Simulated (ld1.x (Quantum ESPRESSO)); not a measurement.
## Bi (Z = 83) TM: all-electron and pseudo phase curves

* Element: Bi
* Generator: ld1.x (Quantum ESPRESSO) 7.5
* Type: norm-conserving Troullier–Martins (Kleinman–Bylander form)
* Functional: PBE
* Relativity: fully relativistic
* Frozen core: [Xe] 4f14 5d10
* Valence charge: 5
* Reference configuration: 6s2 6p2 (charge +1)
* Partial waves: 6s (bound): rc 2.76 bohr; 6p (bound): rc 2.10 bohr
* Local potential: all-electron potential smoothed inside 1.80 bohr (lloc = -2)
* Core correction: a·sin(br)/r model core inside 1.95 bohr

Open shells are filled in proportion to 2j + 1 (rel_dist='average').

The phase is arctan(r·u′/u) with u = r·R(r), unwrapped; energies in Ry, scanned from -4 to 5 Ry. A pole is an energy at which the radial function vanishes at the test radius. The pseudo phase is shifted by a multiple of π to meet the all-electron one at the reference energy, and phase errors are pseudo minus all-electron; the curves can meet again beyond the range given. Levels narrower than the energy grid can be missing from the lists of poles.

```csv
channel,radius (bohr),reference energy (Ry),"poles, all-electron","poles, pseudo",unbroken range about the reference energy with phases within 0.05 rad,phase error 1 Ry above the reference energy (rad)
s,3.00,-1.62,"-1.11, 5.00","-1.13, 0.13",below -0.6,-0.039
p1/2,3.00,-0.97,-0.08,"-0.10, 3.49",below 1.2,-0.006
p3/2,3.00,-0.80,0.42,"0.33, 2.55",below 0.9,-0.013
```

Note: ghost state, extra bound levels that the all-electron valence spectrum of the same l lacks: d at -9.4 eV. A true bound ghost makes a file unfit for plane-wave use.

Phases in the p3/2 channel:

```
E (Ry)  all-electron  pseudo
 -4.00         1.371   1.371
 -3.76         1.362   1.361
 -3.52         1.351   1.350
 -3.28         1.338   1.337
 -3.04         1.323   1.321
 -2.80         1.304   1.302
 -2.56         1.280   1.278
 -2.32         1.248   1.246
 -2.08         1.205   1.202
 -1.84         1.141   1.138
 -1.60         1.037   1.033
 -1.36         0.842   0.837
 -1.12         0.401   0.396
 -0.88        -0.431  -0.432
 -0.64        -1.027  -1.028
 -0.40        -1.286  -1.290
 -0.16        -1.417  -1.424
  0.08        -1.496  -1.507
  0.32        -1.551  -1.568
  0.56        -1.594  -1.619
  0.80        -1.629  -1.669
  1.04        -1.661  -1.729
  1.28        -1.693  -1.825
  1.52        -1.726  -2.070
  1.76        -1.763  -3.496
  2.00        -1.808  -4.437
  2.24        -1.867  -4.617
  2.48        -1.949  -4.695
  2.72        -2.079  -4.746
  2.96        -2.310  -4.787
  3.20        -2.764  -4.825
  3.44        -3.454  -4.865
  3.68        -3.965  -4.912
  3.92        -4.225  -4.973
  4.16        -4.366  -5.060
  4.40        -4.452  -5.203
  4.64        -4.510  -5.478
  4.88        -4.552  -6.058
```
